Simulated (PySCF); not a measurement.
Some computed properties have been withheld. Give your best values.

Species: Si(vinyl)3(NCO), C7H9NOSi.
SMILES: `C=C[Si](C=C)(C=C)N=C=O`

```csv
property,level,value
"rotational constants A, B, C",PBE0-D3(BJ)/def2-SVP,"1.052, 0.844, 0.834 GHz"
dipole moment,B3LYP/def2-SVPD,2.77 D
HOMO energy,B3LYP/def2-SVPD,-7.62 eV
LUMO energy,B3LYP/def2-SVPD,?
lowest singlet excitation,TDDFT B3LYP/def2-SVPD,"5.70 eV (218 nm, f = 0.000)"
strongest line among the 10 lowest singlet transitions,TDDFT B3LYP/def2-SVPD,"S4/S5 at 6.20 eV (200 nm, f = 0.525 summed over these states)"
lowest triplet excitation (Tamm–Dancoff),TDA B3LYP/def2-SVPD,?
static isotropic polarisability,B3LYP/def2-SVPD,?
vertical ionisation energy,ΔSCF B3LYP/def2-SVPD,?
electronic spatial extent ⟨r²⟩ about the centre of nuclear charge,B3LYP/def2-SVPD,1830 bohr²
13C chemical shifts (computed TMS as zero) by class,GIAO B3LYP/pcSseg-1,"141.5 (3 C), 141.4 (3 C), 127.8 (1 C) ppm"
1H chemical shifts (computed TMS as zero) by class,GIAO B3LYP/pcSseg-1,"6.20 (1 H), 6.19 (3 H), 6.19 (1 H), 6.18 (1 H), 6.08 (3 H) ppm"
"isotropic shieldings of nuclei other than C and H, by class",GIAO B3LYP/pcSseg-1,"230 (1 N), 198 (1 O), 368 (1 Si) ppm"
core binding energies,"ΔSCF SCAN, pcX-2 on the ionised atom, pcseg-1 elsewhere, spin-free X2C, 2p3/2 from a spin–orbit splitting computed afterwards within the 2p shell","Si2p3/2 107.0, C1s 290.0 (×3), C1s 290.4 (×3), C1s 294.7, N1s 405.3, O1s 539.1, Si1s 1847.0 eV"
```

Electronic properties: PySCF, gas phase, density fitting. The structure is a single PBE0-D3(BJ)/def2-SVP conformer in the gas phase; no vibrational or solvent corrections.

(1) The vertical ionisation energy?

(2) Give the LUMO energy.

(3) Give the static isotropic polarisability.

(4) What is the lowest triplet excitation (Tamm–Dancoff)?

## Answers

(1) 9.37 eV.

(2) -1.08 eV.

(3) 119.4 au.

(4) 4.18 eV.

The principal polarisabilities are 114.6, 116.4 and 127.3 au; their mean is the isotropic value. The rotational constants are those of a nearly prolate symmetric top. The vertical singlet–triplet gap S1 − T1 is 1.52 eV (TDDFT singlet less Tamm–Dancoff triplet). The polarisability is 17.70 Å³ as a volume (1 au = 0.148185 Å³), or 1.49 au for each of the 80 electrons.
